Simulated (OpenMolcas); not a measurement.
**Rh5+: moving or changing the point charges**

Rh5+ among 6 point charges of -1.7 e arranged as a trigonal prism (D3h), 1.88 Å from the ion, with a polar angle of 53.5° against the regular 49.1°.
```
   1.5116    0.0000    1.1178  -1.70
  -0.7558    1.3091    1.1178  -1.70
  -0.7558   -1.3091    1.1178  -1.70
   1.5116    0.0000   -1.1178  -1.70
  -0.7558    1.3091   -1.1178  -1.70
  -0.7558   -1.3091   -1.1178  -1.70
```

```json
{
 "Program": "OpenMolcas",
 "Method": "SS-CASPT2, IPEA 0.25 Eh, imaginary shift 0.1 Eh (closed shells correlated: 4s 4p)",
 "Basis": "ANO-RCC-VDZP [6s5p3d1f]",
 "Scalar Hamiltonian": "DKH2, point nucleus",
 "Active space": "4 electrons in 5 orbitals (4d)",
 "State averaging": "2S+1 = 5 even, 5 roots; 2S+1 = 3 even, 45 roots; 2S+1 = 1 even, 50 roots",
 "Spin-orbit coupling": "state interaction with AMFI integrals over the reference wave functions"
}
```

Runs around this geometry, states (labels of D3, the rotations of D3h). Energies in cm-1 above the lowest state or level, χT in cm3 K/mol.

```tsv
R (Å)	q (e)	Polar angle / regular	Ground state	First state of that spin	First gap with spin-orbit (degeneracies)	χT at 300 K	First state of another spin
1.88	-1.7	1	5E	5A1 3030	250 (1, 2)	1.161	3E 19760
1.88	-0.85	1.09	5E	5E 1570	560 (1, 2)	0.577	3E 20360
1.72	-1.7	1.09	5E	5E 4920	250 (1, 2)	1.272	3A2 16710
1.88	-1.7	1.09	5E	5E 3310	380 (1, 2)	0.938	3A2 18800
1.96	-1.7	1.09	5E	5E 2750	430 (1, 2)	0.808	3A2 19470
```

Taking the first state of the same spin as R^-n, n = -ln(2750 / 4920) / ln(1.96 / 1.72) = 4.5 between the shortest and longest distance.

Scaling the charges by -0.85 / -1.7 = 0.50 scales the first state of the same spin by 1570 / 3310 = 0.47; with fixed orbitals a first-order splitting would follow the charge.

Roots that are degenerate in the reference are averaged as groups; the widest CASPT2 spread within a group is 390 cm-1 (the 3-fold group of multiplicity 3 near 21600 cm-1 above the lowest state of its run, R = 1.96, q = -1.7, ratio = 1.09). Shifts and gaps below about the spread of the groups concerned are not significant. An orbital doublet at a regular site is open to a Jahn-Teller distortion, which this geometry leaves out. Point charges give a weaker field than real ligands, and real ions of this kind are as a rule low spin; the high spin found here belongs to the model. Free-ion shares, where given, are those of the reference states; single-state CASPT2 does not remix them. Spin-orbit coupling mixes the spin-free states strongly: the lowest level takes only 60 % from its leading state, 5E (holds for R = 1.88, q = -0.85, ratio = 1.09). The ground term spreads over less than 5000 cm-1, several times less than with real ligands, so orbital moments are less quenched and χT lies further from the spin-only value than at real sites (holds for R = 1.88, q = -0.85, ratio = 1.09; R = 1.88, q = -1.7, ratio = 1.09; R = 1.96, q = -1.7, ratio = 1.09). Point charges carry no covalency, so the field is a model and not that of real ligands. A group larger than the point group allows holds several states that coincide in this model. No measured value stands beside these numbers.
